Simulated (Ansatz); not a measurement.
Start from `CC1=[N+](C)[In-]([Cl])([Cl])[N]1C` and change one atom or group to get `C[N](C)[In]([Cl])[Cl]`.

Ansatz, PBE0-D4/def2-TZVP geometries, multiplicity 1. Each molecule was computed in one conformer, which needn't be the lowest.

Elements past krypton have def2 core potentials.

| property | `CC1=[N+](C)[In-]([Cl])([Cl])[N]1C` |
| --- | --- |
| LUMO energy (ωB97M-V/def2-TZVPP) / eV | 0.82 |
| HOMO energy (PBE0/def2-TZVPP) / eV | -6.74 |
| HOMO energy (PBE/def2-TZVPP) / eV | -5.53 |
| HOMO–LUMO gap (PBE/def2-TZVPP) / eV | 3.53 |
| HOMO–LUMO gap (ωB97M-V/def2-TZVPP) / eV | 9.78 |
| LUMO energy (PBE0/def2-TZVPP) / eV | -1.08 |

Problem. What does the change do to each property? (Estimate.)

Solution. The calculation gave: 
| property | `C[N](C)[In]([Cl])[Cl]` | shift |
| --- | --- | --- |
| LUMO energy (ωB97M-V/def2-TZVPP) / eV | -0.04 | -0.86 |
| HOMO energy (PBE0/def2-TZVPP) / eV | -6.67 | 0.07 |
| HOMO energy (PBE/def2-TZVPP) / eV | -5.44 | 0.09 |
| HOMO–LUMO gap (PBE/def2-TZVPP) / eV | 2.56 | -0.97 |
| HOMO–LUMO gap (ωB97M-V/def2-TZVPP) / eV | 8.90 | -0.88 |
| LUMO energy (PBE0/def2-TZVPP) / eV | -1.99 | -0.91 |

With PBE0 the HOMO rises by 0.07 eV and the LUMO falls by 0.91 eV, so the gap narrows by about 0.98 eV. PBE moves the HOMO by 0.09 eV and ωB97M-V by 0.01 eV.

Positive LUMOs are unbound, so they and the gaps depend on the basis.
